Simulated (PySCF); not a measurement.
A structure optimised at PBE-D3(BJ)/def2-SVP, used in a PySCF frequency run:

```
Ga
O 1 1.7958
H 2 0.9750 1 111.31
N 1 1.8165 2 119.09 3 -175.47
H 4 1.0219 1 119.28 2 -164.11
H 4 1.0227 5 111.54 1 -144.83
Br 1 2.3072 2 120.01 3 -0.78
```
Charge 0, spin multiplicity 1.

Question: Write its SMILES and formula.

Answer: [NH2][Ga]([OH])[Br], BrGaH₃NO

Question: What are its rotational constants (standard atomic weights)?

Answer: 5.8294, 1.5591, 1.2312 GHz
